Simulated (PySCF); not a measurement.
## Radial density of Kr²⁺ (krypton, charge +2)

UHF, [Ar] 3d10 4s2 4p4, high-spin 3P determinant. Calculation: PySCF 2.14, in cc-pVDZ-PP with ECP10MDF (4s3p2d, 23 functions); scalar relativity through the core potential. This is the valence pseudo-density: the core potential removes the inner electrons and smooths the orbitals near the nucleus.

```tsv
r (bohr)	4πr²ρ (e/bohr)	4πr²(ρα − ρβ)
0.000619	5.547e-05	0.0000
0.00104	0.0001567	0.0000
0.00175	0.0004414	0.0000
0.00295	0.001233	0.0000
0.00495	0.003368	0.0000
0.00833	0.008667	0.0000
0.0140	0.01936	0.0000
0.0236	0.03451	0.0001
0.0397	0.05954	0.0001
0.0667	0.1996	0.0005
0.112	1.446	0.0029
0.189	8.292	0.0356
0.317	28.24	0.2454
0.534	32.50	0.1213
0.898	8.906	0.4047
1.51	4.740	1.4690
2.54	1.106	0.4157
4.27	0.03392	0.0123
7.19	1.550e-05	0.0000
```

Energies and moments cover only the electrons outside the core potential.
